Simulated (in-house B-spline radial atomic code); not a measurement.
Configurations of the phosphorus ion P⁵⁺, with energies counted from [He] 2s2 2p6. All numbers are computed (non-relativistic HSE06, spin-polarised, spherical fractional occupations, exact exchange averaged over the configuration; point nucleus) with a radial B-spline atomic code at the basis-set limit, not measured. Shells without spins written out take the highest spin.

Occupations are held fixed; configurations that lie above the ionisation limit could autoionise.

| configuration | E - E(ref) (eV) | highest orbital | its <r> (bohr) |
| --- | --- | --- | --- |
| [He] 2s2 2p5 3s1 | 135.12 | 3s up | 1.462 |
| [He] 2s2 2p5 3d1 | 162.48 | 3d up | 1.584 |
| [He] 2s1 2p6 3s1 | 184.65 | 3s up | 1.464 |

(1) Order these further configurations by energy, lowest first.
A. [He] 2s1 2p6 3d1
B. [He] 2s1 2p6 3p1
C. [He] 2s2 2p5 3p1

Results:

(1) C (146.72 eV), B (196.34 eV), A (211.84 eV).
